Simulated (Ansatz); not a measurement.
A run for Ansatz (an electronic-structure program): R-CCSD(T)/cc-pVDZ on CH4O (SMILES CO).

Ansatz 0.2 input:
```yaml
crystal:
  periodic: [false, false, false]
  atoms:
    - {symbol: C, position_ang: [-0.34691658, 0.00375958, 0.01367291]}
    - {symbol: O, position_ang: [0.92071129, -0.44430133, -0.40076547]}
    - {symbol: H, position_ang: [-0.51001215, -0.09410051, 1.10634185]}
    - {symbol: H, position_ang: [-1.10162518, -0.62153081, -0.48803046]}
    - {symbol: H, position_ang: [-0.55169711, 1.05730563, -0.26598409]}
    - {symbol: H, position_ang: [1.58933972, 0.09886744, 0.03466526]}
basis:
  gaussian:
    orbitals: cc-pVDZ
magnetization: {spin_polarized: false}
correlation: {method: ccsd_t, electrons: outside_noble_gas}
scf: {lower_state_search: off}
```

It printed:

```
WARN ansatz: RAYON_NUM_THREADS=8 ignored (pool sized by the plan → 8); use --threads N
Functional definition: HF
these checks for a lower state are left out or cut short: stability, starts, cluster_reference, orbital_swaps, neighbouring_geometries, increment
integrals: 0.01 GiB planned
430 factors; integrals over basis functions are off by at most 1.2e-3 eV
mean field: 0.07 GiB planned
mean field evaluation 1: about -3129.1897 eV, gradient 2.6e1 eV
mean field evaluation 2: about -3129.1905 eV, gradient 2.6e1 eV
mean field evaluation 4: about -3130.6207 eV, gradient 2.4e0 eV
mean field evaluation 8: about -3130.6363 eV, gradient 4.5e-5 eV
mean field -3130.63625172 eV, -115.0487602293 hartree, gradient 1.1e-6 eV, S^2 0.000000; 0 other end points of the search recorded, 0 dependent functions left out
2 core orbitals not correlated
reference -3130.63625172 eV, -115.0487602293 hartree; 7, 7 occupied and 39, 39 virtual orbitals, 430 factors
second order -9.22605241 eV of doubles, -0.00000000 eV of singles
coupled cluster: 0.12 GiB planned
cycle   1  -9.63240505 eV  change   -4.1e-1 eV  update   5.6e-2
cycle   2  -9.86610311 eV  change   -2.3e-1 eV  update   1.6e-2
cycle   3  -9.90566714 eV  change   -4.0e-2 eV  update   6.4e-3
cycle   4  -9.90500208 eV  change    6.7e-4 eV  update   1.4e-3
cycle   5  -9.90550391 eV  change   -5.0e-4 eV  update   5.0e-4
cycle   6  -9.90560119 eV  change   -9.7e-5 eV  update   1.6e-4
cycle   7  -9.90552364 eV  change    7.8e-5 eV  update   5.0e-5
cycle   8  -9.90551884 eV  change    4.8e-6 eV  update   1.7e-5
perturbative correction -0.21190353 eV, -0.0077873113 hartree
Total energy: -3140.75367410 eV, -115.4205686439 hartree
Checks for a lower state left out: stability, starts, cluster_reference, orbital_swaps, neighbouring_geometries, increment
```

The run converged.

Cost: very roughly 1.6 core-seconds.
